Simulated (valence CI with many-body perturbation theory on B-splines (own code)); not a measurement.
Results of a calculation; reference values are marked as such.
**Sensitivity of CI+MBPT for Ce VIII**

Level of theory: valence CI with perturbative core correlation (CI+MBPT): five valence electrons over a frozen Dirac-Fock core [Kr] 4d10, a basis of 5 s, 5 p, 5 d, 5 f, 2 g functions for each j, with the one-electron correlation potential Σ1, the two-electron term Σ2, the three-electron term Σ3, Breit, model QED; selected CI, second order for the rest, scaled by the run's own slope (own B-spline code, finite nucleus).

No measured levels were compared; by estimate levels hold to about 250 cm⁻¹ or 0.2 % of their energy and the worst to 1 %, as in measured heavy ions of charge 2 to 7; those with d or f electrons hold less well. Among the levels kept, up to 1200 cm⁻¹ of a level comes from second order outside the variational space, and about a tenth of that is noise between levels of different J, which matters for small intervals. Only levels of the ground parity were solved; by the run's estimate the other parity begins above the list, which can be wrong where configurations are misplaced.

The reference run has the lowest level (5s^2 5p1/2^2 5p3/2) J=3/2 and an ionisation energy of 107.535 eV. Its largest variational space holds 10000 state functions.

Levels are named by their leading jj configuration (3d3/2^4 stands for four electrons in 3d with j = 3/2), which in mixed levels can hold well under half, so a name can repeat and another be missing. Letters in brackets count levels of one name in rising energy.

Changed runs:
A. correlating orbitals by l 2 2 3 3 2 → 6 1 4 3 0
B. shift of the energy in Σ1 (hartree) 0 → -2.4; logarithmic knot step 0.27 → 0.4
C. natural orbitals for correlation on → off
D. start configuration 5s2 5p3 → 5s2 5p4 (bad on purpose)

Excitation energies of the reference run in cm⁻¹, and shifts in cm⁻¹:

```
                             Level  Reference       A       B       C
        (5s^2 5p1/2 5p3/2^2) J=3/2      22831     +21     -44     +16
        (5s^2 5p1/2 5p3/2^2) J=5/2      30377     +76     -16     +98
        (5s^2 5p1/2 5p3/2^2) J=1/2      45746    +392     -89    +694
              (5s^2 5p3/2^3) J=3/2      66252    +224    -121    +364
        (4f5/2 5s^2 5p1/2^2) J=5/2      69526    +979   +2211    +611
        (4f7/2 5s^2 5p1/2^2) J=7/2      73574    +985   +2229    +663
(4f5/2 5s^2 5p1/2 5p3/2) J=7/2 [a]      88748    +858   +2148    +328
(4f5/2 5s^2 5p1/2 5p3/2) J=5/2 [a]      89126    +882   +2133    +490
(4f7/2 5s^2 5p1/2 5p3/2) J=7/2 [a]      91934    +861   +2154    +453
(4f7/2 5s^2 5p1/2 5p3/2) J=9/2 [a]      92519    +902   +2127    +383
(4f5/2 5s^2 5p1/2 5p3/2) J=3/2 [a]      93703    +879   +2118    +503
(4f7/2 5s^2 5p1/2 5p3/2) J=5/2 [a]      94968    +836   +2145    +456
            Ionisation energy (eV)    107.535  -0.063  -0.364  -0.028
```

Run D: It gave no result: the electrons of core and valence do not add up to the charge. The program said: "core and valence hold 52 electrons, the ion has 51".
